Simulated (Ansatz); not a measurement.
Geometry optimisation, RHF/def2-SVP (Ansatz).

Input file:

```yaml
crystal:
  periodic: [false, false, false]
  atoms:
    - { symbol: C, position_ang: [0.5396, -1.798, 0.2083] }
    - { symbol: Te, position_ang: [1.1566, -0.0992, -0.9917] }
    - { symbol: C, position_ang: [1.33167, -1.26303, -2.8166] }
    - { symbol: F, position_ang: [2.03397, -2.31176, -2.54943] }
    - { symbol: Cl, position_ang: [2.1144, -0.2516, -4.04389] }
    - { symbol: Te, position_ang: [-0.64926, -1.79704, -3.49358] }
    - { symbol: H, position_ang: [-0.439, -2.1389, -0.2048] }
    - { symbol: H, position_ang: [0.3833, -1.4111, 1.24] }
    - { symbol: H, position_ang: [1.2587, -2.5402, 0.2077] }
    - { symbol: H, position_ang: [-1.12922, -0.14084, -3.59752] }
basis:
  gaussian: { orbitals: def2-SVP }
hamiltonian:
  xc: hf
relax:
  f_tol: 0.015
  max_steps: 40
```

Launched with:

```bash
$ ansatz run input.yaml --threads 2 --pin off --max-ram 3072MiB --backend cpu --events-out ev --progress --plain --runs-dir out
```

Task: Where does it end, and by what steps?

Result: The forces met the threshold. After 9 steps the energy has fallen by 0.367 eV; H7 moved furthest, 0.26 Å.

```tsv
step	energy less start (eV)	largest force component (eV/Å)	accepted
0	0.0000	2.758	yes
1	-0.1951	1.119	yes
2	-0.3199	0.569	yes
3	-0.3567	0.246	yes
4	-0.3614	0.141	yes
5	-0.3658	0.056	yes
6	-0.3666	0.035	yes
7	-0.3669	0.025	yes
8	-0.3669	0.025	yes
9	-0.3670	0.006	yes
```

```xyz
10
Properties=species:S:1:pos:R:3
C 0.488 -1.747 0.229
Te 1.310 -0.113 -0.905
C 1.328 -1.188 -2.802
F 2.041 -2.321 -2.668
Cl 2.181 -0.143 -3.970
Te -0.599 -1.871 -3.593
H -0.539 -1.938 -0.070
H 0.522 -1.449 1.276
H 1.106 -2.628 0.080
H -1.236 -0.354 -3.620
```

The run took 44 s on 2 threads of Arm Neoverse V1 (shared host), peak memory 0.44 GiB.
